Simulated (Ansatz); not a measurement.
Computed with Ansatz.

A structure relaxed at PBE0-D4/def2-TZVP, charge 0, multiplicity 1:

```csv
atom,x (Å),y (Å),z (Å)
O1,1.001,-1.313,-1.197
C2,0.586,-0.520,-0.399
Si3,-1.172,-0.653,0.392
As4,1.767,1.008,0.218
H5,-1.060,-0.254,1.819
H6,-2.040,0.319,-0.320
H7,-1.694,-2.034,0.254
H8,2.014,1.487,-1.201
H9,0.598,1.960,0.436
```

Problem. Give its formula and SMILES.

Solution. CH5AsOSi, `O=C([SiH3])[AsH2]`.

Problem. Summarise the bond lengths by kind.

Solution. 1 × C–O 1.199 Å; 1 × C–Si 1.932 Å; 1 × As–C 2.028 Å; 3 × H–Si 1.482 to 1.486 Å; 2 × As–H 1.518 to 1.523 Å.
